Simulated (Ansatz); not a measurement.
Consider the atomization: `FBBF` → 2 B• + 2 F• + 2 H•.

Gas-phase electronic energies from Ansatz, PBE0-D4/def2-TZVP geometries. CCSD(T)/CBS is the MP2 limit (def2-TZVPP, def2-QZVPP) plus CCSD(T) − MP2 in def2-TZVPP, frozen cores. This one scheme is used for every species, atoms too. Functionals use def2-TZVPP. No spin–orbit coupling; open shells (•) take unrestricted orbitals. Spin–orbit coupling would lower the free atoms: a little for B, F. One conformer a species, not always the lowest.

```csv
level,ΔE (kJ/mol)
PBE-D4,2426.5
ωB97X-V,2374.6
r2SCAN0,2341.0
BHLYP,2300.0
```

**Question.** What does CCSD(T)/CBS give? (Estimate.)

**Answer.** The calculation gave: +2356.6 kJ/mol. The listed levels differ from it by 69.9, 18.0, -15.6, -56.6 kJ/mol.

Largest T1 diagnostic among the species: 0.014.

In def2-TZVPP, CCSD(T) changes the Hartree–Fock value by +445.6 kJ/mol (the triples alone add +30.4 kJ/mol) and MP2 by +531.0 kJ/mol; breaking electron pairs costs correlation energy, which Hartree–Fock lacks. From BLYP to BHLYP (50 % exact exchange), in def2-TZVPP and without D4, ΔE moves by −69.7 kJ/mol: exact exchange takes away binding that semilocal exchange gives to molecules. At CCSD(T), def2-SVP lies −82.5 kJ/mol from the extrapolated value and def2-TZVPP −49.9 kJ/mol: correlation converges slowly with the basis, and small sets miss more of it in the bonded molecule than in its fragments.

For atomizations the MP2-based limit and the directly extrapolated one differ by several kJ/mol either way, and by 10 to 25 for some Ge, Se and Sn compounds, so smaller differences from it don't rank the levels.
